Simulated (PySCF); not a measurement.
Method: PBE0 in PySCF with S def2-TZVP, N def2-TZVP, I def2-TZVP with ECP28; scalar-relativistic core potentials, no spin–orbit coupling; density-fitted integrals. Open shells, if any, are unrestricted.

Task: What shape and geometry does isolated singlet ISN take (every ligand bound to S)?

Result: Counting electrons, sulfur keeps 2 of its valence electrons outside its bonds, so the VSEPR class is AX2E1 and the expected shape is bent; with unlike ligands the computed point group is Cs. The lowest minimum found is a singlet of Cs symmetry with S–I 2.549 Å, S–N 1.451 Å; I–S–N 118.4°. Its harmonic wavenumbers are 207 (a'), 339 (a'), 1379 (a') cm⁻¹ and its dipole moment is 1.68 D.

This need not be the most stable arrangement of these atoms.
